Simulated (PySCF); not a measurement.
C6H9OP2 (charge -1).
SMILES with atom numbers: `[CH3:1][O:2][c:3]1[p-:4][c:5]([CH3:6])[p:7][c:8]1[CH3:9]`

Definitions: NICS(0) = −σiso at the ring centroid; NICS(1) = −σiso and NICS(1)zz = −σzz at ±1 Å along the ring normal z. Level: GIAO PBE0/pcSseg-1 (PySCF, non-relativistic, gas phase) on the GFN2-xTB geometry, one conformer.

Ring bond lengths (Å), with Mayer bond orders in brackets: C3–P4 1.760 (1.18), P4–C5 1.740 (1.28), C5–P7 1.736 (1.31), P7–C8 1.757 (1.19), C8–C3 1.374 (1.51).

Task: Give the NICS values of each ring in ppm.

Result: 
| ring | type | NICS(0) | NICS(1), two faces | NICS(1)zz, two faces | rms pucker (Å) | centre to ring atoms, mean (Å) |
| --- | --- | --- | --- | --- | --- | --- |
| C3–P4–C5–P7–C8 | 5-membered ring with 2 P; formal bonds all aromatic | -10.4 | -9.8 / -9.7 | -23.4 / -22.8 | 0.00 | 1.42 |

Task: What do they say, and how far can they be read as aromaticity?

Result: 
- C3–P4–C5–P7–C8: mean NICS(1)zz -23.1 ppm, shielded.

Task: And the bond-length index? Use HOMA with the parameters of Krygowski (1993).

Result: 
- C3–P4–C5–P7–C8: HOMA 0.74; the largest term is that of C3–P4, α(R − Ropt)² = 0.45.

Task: List the ring angles and the Hirshfeld charges of the ring atoms.

Result: 
- C3–P4–C5–P7–C8: C3 118.0° (-0.048 e), P4 93.6° (-0.165 e), C5 117.6° (-0.167 e), P7 94.7° (-0.162 e), C8 116.1° (-0.128 e); sum 540.0° against 540° for a flat convex ring.

Rough CPU time on one thread of a shared machine: about 1.8 min. This is the whole shielding run at PBE0/pcSseg-1, SCF included.

Shape of the structure used: `[CH3:1][O:2][c:3]1[p-:4][c:5]([CH3:6])[p:7][c:8]1[CH3:9]`: C1–O2–C3–P4 3°.
